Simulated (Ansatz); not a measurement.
Ansatz (a quantum-chemistry and plane-wave program) input for C₂H₄NO, SMILES C[N]C=O, multiplicity 2, PBE-D3(BJ)/def2-SVP. 

Ansatz 0.2 input:
```yaml
crystal:
  periodic: [false, false, false]
  atoms:
    - {symbol: C, position_ang: [-1.44305475, -0.29123737, 0.07265122]}
    - {symbol: N, position_ang: [-0.27215998, -0.38794381, -0.74241951]}
    - {symbol: C, position_ang: [0.93445602, -0.04952748, -0.18035434]}
    - {symbol: O, position_ang: [1.06168375, 0.76973570, 0.71731931]}
    - {symbol: H, position_ang: [-2.19487828, 0.34000460, -0.43348247]}
    - {symbol: H, position_ang: [-1.90024905, -1.29920194, 0.12931817]}
    - {symbol: H, position_ang: [-1.24923468, 0.08331597, 1.09196262]}
    - {symbol: H, position_ang: [1.80760431, -0.52180861, -0.68319736]}
basis:
  gaussian:
    orbitals: def2-SVP
hamiltonian:
  xc: pbe
  dispersion: d3bj
magnetization: {spin_polarized: true, initial_magnetization: 1}
relax: {f_tol: 0.002, max_steps: 200}
```

It prints:

```
WARN ansatz: RAYON_NUM_THREADS=1 ignored (pool sized by the plan → 1); use --threads N
Functional definition: PBE
integrals: 0.02 GiB planned
863 factors; their error is unknown
mean field: 0.20 GiB planned
mean field evaluation 1: about -5657.6428 eV, gradient 3.6e1 eV
mean field evaluation 2: about -5644.0974 eV, gradient 6.7e1 eV
mean field evaluation 4: about -5663.2956 eV, gradient 5.6e0 eV
mean field evaluation 8: about -5663.4328 eV, gradient 2.5e-1 eV
mean field evaluation 16: about -5663.3855 eV, gradient 5.3e-4 eV
mean field evaluation 32: about -5662.2145 eV, gradient 1.8e0 eV
mean field -5663.38545816 eV, -208.1255768067 hartree, gradient 8.1e-5 eV, S^2 0.755826; 4 other end points of the search recorded, 0 dependent functions left out
the calculation of the forces begins
reference -5663.38548388 eV, -208.1255777520 hartree; 16, 15 occupied and 60, 61 virtual orbitals, 863 factors
relax step   1: F+E_penalty+E_count = -5663.50696116 eV  Δ(F+E_penalty+E_count) = +0.000e0 eV  max|allowed force component| = 7.399e-1 eV/Å  Δτ_max = 0.0000 Å  (88 SCF iters, accepted)
these checks for a lower state are left out or cut short: starts, cluster_reference, orbital_swaps, neighbouring_geometries, increment
integrals: 0.02 GiB planned
863 factors; their error is unknown
mean field: 0.20 GiB planned
mean field -5663.38797926 eV, -208.1256694554 hartree, gradient 3.6e-5 eV, S^2 0.756225; 0 other end points of the search recorded, 0 dependent functions left out
the calculation of the forces begins
reference -5663.38800498 eV, -208.1256704008 hartree; 16, 15 occupied and 60, 61 virtual orbitals, 863 factors
relax step   2: F+E_penalty+E_count = -5663.50910326 eV  Δ(F+E_penalty+E_count) = -2.142e-3 eV  max|allowed force component| = 7.022e-1 eV/Å  Δτ_max = 0.0416 Å  (35 SCF iters, accepted)
these checks for a lower state are left out or cut short: starts, cluster_reference, orbital_swaps, neighbouring_geometries, increment
integrals: 0.02 GiB planned
863 factors; their error is unknown
mean field: 0.20 GiB planned
mean field -5663.40168902 eV, -208.1261732798 hartree, gradient 2.0e-5 eV, S^2 0.756178; 0 other end points of the search recorded, 0 dependent functions left out
the calculation of the forces begins
reference -5663.40171476 eV, -208.1261742260 hartree; 16, 15 occupied and 60, 61 virtual orbitals, 863 factors
relax step   3: F+E_penalty+E_count = -5663.52282024 eV  Δ(F+E_penalty+E_count) = -1.372e-2 eV  max|allowed force component| = 2.421e-1 eV/Å  Δτ_max = 0.0288 Å  (36 SCF iters, accepted)
these checks for a lower state are left out or cut short: starts, cluster_reference, orbital_swaps, neighbouring_geometries, increment
integrals: 0.02 GiB planned
863 factors; their error is unknown
mean field: 0.20 GiB planned
mean field -5663.40585825 eV, -208.1263264963 hartree, gradient 2.5e-5 eV, S^2 0.756133; 0 other end points of the search recorded, 0 dependent functions left out
the calculation of the forces begins
reference -5663.40588392 eV, -208.1263274397 hartree; 16, 15 occupied and 60, 61 virtual orbitals, 863 factors
relax step   4: F+E_penalty+E_count = -5663.52688128 eV  Δ(F+E_penalty+E_count) = -4.061e-3 eV  max|allowed force component| = 1.283e-1 eV/Å  Δτ_max = 0.0389 Å  (36 SCF iters, accepted)
these checks for a lower state are left out or cut short: starts, cluster_reference, orbital_swaps, neighbouring_geometries, increment
integrals: 0.02 GiB planned
863 factors; their error is unknown
mean field: 0.20 GiB planned
mean field -5663.40661736 eV, -208.1263543930 hartree, gradient 1.2e-5 eV, S^2 0.756165; 0 other end points of the search recorded, 0 dependent functions left out
the calculation of the forces begins
reference -5663.40664304 eV, -208.1263553370 hartree; 16, 15 occupied and 60, 61 virtual orbitals, 863 factors
relax step   5: F+E_penalty+E_count = -5663.52757881 eV  Δ(F+E_penalty+E_count) = -6.975e-4 eV  max|allowed force component| = 4.383e-2 eV/Å  Δτ_max = 0.0103 Å  (38 SCF iters, accepted)
these checks for a lower state are left out or cut short: starts, cluster_reference, orbital_swaps, neighbouring_geometries, increment
integrals: 0.02 GiB planned
863 factors; their error is unknown
mean field: 0.20 GiB planned
mean field evaluation 64: about -5663.4605 eV, gradient 1.4e-2 eV
mean field -5663.40740857 eV, -208.1263834697 hartree, gradient 1.6e-5 eV, S^2 0.756179; 0 other end points of the search recorded, 0 dependent functions left out
the calculation of the forces begins
reference -5663.40743429 eV, -208.1263844146 hartree; 16, 15 occupied and 60, 61 virtual orbitals, 863 factors
relax step   6: F+E_penalty+E_count = -5663.52843706 eV  Δ(F+E_penalty+E_count) = -8.582e-4 eV  max|allowed force component| = 3.771e-2 eV/Å  Δτ_max = 0.0312 Å  (36 SCF iters, accepted)
these checks for a lower state are left out or cut short: starts, cluster_reference, orbital_swaps, neighbouring_geometries, increment
integrals: 0.02 GiB planned
863 factors; their error is unknown
mean field: 0.20 GiB planned
mean field -5663.40794816 eV, -208.1264032991 hartree, gradient 2.1e-5 eV, S^2 0.756221; 0 other end points of the search recorded, 0 dependent functions left out
the calculation of the forces begins
reference -5663.40797389 eV, -208.1264042447 hartree; 16, 15 occupied and 60, 61 virtual orbitals, 863 factors
relax step   7: F+E_penalty+E_count = -5663.52895479 eV  Δ(F+E_penalty+E_count) = -5.177e-4 eV  max|allowed force component| = 5.617e-2 eV/Å  Δτ_max = 0.0355 Å  (36 SCF iters, accepted)
these checks for a lower state are left out or cut short: starts, cluster_reference, orbital_swaps, neighbouring_geometries, increment
integrals: 0.02 GiB planned
863 factors; their error is unknown
mean field: 0.20 GiB planned
mean field -5663.40833287 eV, -208.1264174367 hartree, gradient 1.5e-5 eV, S^2 0.756312; 0 other end points of the search recorded, 0 dependent functions left out
the calculation of the forces begins
reference -5663.40835857 eV, -208.1264183815 hartree; 16, 15 occupied and 60, 61 virtual orbitals, 863 factors
relax step   8: F+E_penalty+E_count = -5663.52935983 eV  Δ(F+E_penalty+E_count) = -4.050e-4 eV  max|allowed force component| = 8.782e-2 eV/Å  Δτ_max = 0.0290 Å  (37 SCF iters, accepted)
these checks for a lower state are left out or cut short: starts, cluster_reference, orbital_swaps, neighbouring_geometries, increment
integrals: 0.02 GiB planned
863 factors; their error is unknown
mean field: 0.20 GiB planned
mean field -5663.40859783 eV, -208.1264271741 hartree, gradient 2.1e-5 eV, S^2 0.756374; 0 other end points of the search recorded, 0 dependent functions left out
the calculation of the forces begins
reference -5663.40862354 eV, -208.1264281188 hartree; 16, 15 occupied and 60, 61 virtual orbitals, 863 factors
relax step   9: F+E_penalty+E_count = -5663.52966054 eV  Δ(F+E_penalty+E_count) = -3.007e-4 eV  max|allowed force component| = 9.766e-2 eV/Å  Δτ_max = 0.0469 Å  (36 SCF iters, accepted)
these checks for a lower state are left out or cut short: starts, cluster_reference, orbital_swaps, neighbouring_geometries, increment
integrals: 0.02 GiB planned
863 factors; their error is unknown
mean field: 0.20 GiB planned
mean field evaluation 96: about -5663.4088 eV, gradient 1.4e-5 eV
mean field -5663.40882294 eV, -208.1264354465 hartree, gradient 1.4e-5 eV, S^2 0.756330; 0 other end points of the search recorded, 0 dependent functions left out
the calculation of the forces begins
reference -5663.40884866 eV, -208.1264363920 hartree; 16, 15 occupied and 60, 61 virtual orbitals, 863 factors
relax step  10: F+E_penalty+E_count = -5663.52987576 eV  Δ(F+E_penalty+E_count) = -2.152e-4 eV  max|allowed force component| = 4.678e-2 eV/Å  Δτ_max = 0.0232 Å  (37 SCF iters, accepted)
these checks for a lower state are left out or cut short: starts, cluster_reference, orbital_swaps, neighbouring_geometries, increment
integrals: 0.02 GiB planned
863 factors; their error is unknown
mean field: 0.20 GiB planned
mean field -5663.40880825 eV, -208.1264349068 hartree, gradient 1.4e-5 eV, S^2 0.756327; 0 other end points of the search recorded, 0 dependent functions left out
the calculation of the forces begins
reference -5663.40883397 eV, -208.1264358521 hartree; 16, 15 occupied and 60, 61 virtual orbitals, 863 factors
relax step  11: F+E_penalty+E_count = -5663.52985952 eV  Δ(F+E_penalty+E_count) = +1.624e-5 eV  max|allowed force component| = 2.590e-2 eV/Å  Δτ_max = 0.0077 Å  (38 SCF iters, rejected (line search))
these checks for a lower state are left out or cut short: starts, cluster_reference, orbital_swaps, neighbouring_geometries, increment
integrals: 0.02 GiB planned
863 factors; their error is unknown
mean field: 0.20 GiB planned
mean field -5663.40887287 eV, -208.1264372815 hartree, gradient 1.3e-5 eV, S^2 0.756338; 0 other end points of the search recorded, 0 dependent functions left out
the calculation of the forces begins
reference -5663.40889859 eV, -208.1264382269 hartree; 16, 15 occupied and 60, 61 virtual orbitals, 863 factors
relax step  12: F+E_penalty+E_count = -5663.52994260 eV  Δ(F+E_penalty+E_count) = -6.684e-5 eV  max|allowed force component| = 1.235e-2 eV/Å  Δτ_max = 0.0038 Å  (31 SCF iters, accepted)
these checks for a lower state are left out or cut short: starts, cluster_reference, orbital_swaps, neighbouring_geometries, increment
integrals: 0.02 GiB planned
863 factors; their error is unknown
mean field: 0.20 GiB planned
mean field -5663.40887667 eV, -208.1264374214 hartree, gradient 1.5e-5 eV, S^2 0.756346; 0 other end points of the search recorded, 0 dependent functions left out
the calculation of the forces begins
reference -5663.40890240 eV, -208.1264383667 hartree; 16, 15 occupied and 60, 61 virtual orbitals, 863 factors
relax step  13: F+E_penalty+E_count = -5663.52995322 eV  Δ(F+E_penalty+E_count) = -1.062e-5 eV  max|allowed force component| = 5.446e-3 eV/Å  Δτ_max = 0.0049 Å  (39 SCF iters, accepted)
these checks for a lower state are left out or cut short: starts, cluster_reference, orbital_swaps, neighbouring_geometries, increment
integrals: 0.02 GiB planned
863 factors; their error is unknown
mean field: 0.20 GiB planned
mean field -5663.40887881 eV, -208.1264374997 hartree, gradient 3.6e-5 eV, S^2 0.756345; 0 other end points of the search recorded, 0 dependent functions left out
the calculation of the forces begins
reference -5663.40890453 eV, -208.1264384450 hartree; 16, 15 occupied and 60, 61 virtual orbitals, 863 factors
relax step  14: F+E_penalty+E_count = -5663.52995409 eV  Δ(F+E_penalty+E_count) = -8.682e-7 eV  max|allowed force component| = 3.191e-3 eV/Å  Δτ_max = 0.0002 Å  (24 SCF iters, accepted)
these checks for a lower state are left out or cut short: starts, cluster_reference, orbital_swaps, neighbouring_geometries, increment
integrals: 0.02 GiB planned
863 factors; their error is unknown
mean field: 0.20 GiB planned
mean field evaluation 128: about -5663.4089 eV, gradient 1.1e-5 eV
mean field -5663.40888268 eV, -208.1264376419 hartree, gradient 1.1e-5 eV, S^2 0.756343; 0 other end points of the search recorded, 0 dependent functions left out
the calculation of the forces begins
reference -5663.40890840 eV, -208.1264385872 hartree; 16, 15 occupied and 60, 61 virtual orbitals, 863 factors
relax step  15: F+E_penalty+E_count = -5663.52995477 eV  Δ(F+E_penalty+E_count) = -6.794e-7 eV  max|allowed force component| = 8.370e-4 eV/Å  Δτ_max = 0.0007 Å  (26 SCF iters, accepted)
integrals: 0.02 GiB planned
863 factors; their error is unknown
mean field: 0.20 GiB planned
mean field evaluation 160: about -5663.0187 eV, gradient 2.4e0 eV
mean field -5663.40888268 eV, -208.1264376419 hartree, gradient 1.1e-5 eV, S^2 0.756343; 5 other end points of the search recorded, 0 dependent functions left out
the calculation of the forces begins
reference -5663.40890840 eV, -208.1264385872 hartree; 16, 15 occupied and 60, 61 virtual orbitals, 863 factors
Total energy: -5663.52998049 eV, -208.1308879046 hartree
Atom 0 at    -1.440406    -0.318455     0.089954 Å, force    -0.000578    -0.000467    -0.000588 eV/Å
Atom 1 at    -0.251294    -0.461813    -0.684689 Å, force     0.000438     0.000356     0.000837 eV/Å
Atom 2 at     0.947635    -0.048136    -0.190920 Å, force    -0.000510     0.000081    -0.000073 eV/Å
Atom 3 at     1.028488     0.907636     0.594255 Å, force     0.000020    -0.000080    -0.000127 eV/Å
Atom 4 at    -2.121403     0.426020    -0.383191 Å, force     0.000067     0.000159     0.000008 eV/Å
Atom 5 at    -2.001324    -1.281384     0.038665 Å, force     0.000292     0.000156     0.000078 eV/Å
Atom 6 at    -1.263492    -0.038617     1.151602 Å, force     0.000128    -0.000016     0.000071 eV/Å
Atom 7 at     1.845963    -0.541914    -0.643878 Å, force     0.000144    -0.000190    -0.000205 eV/Å
Dipole moment:    -0.275809    -0.308830    -0.024409 e Å
```

The run converged.
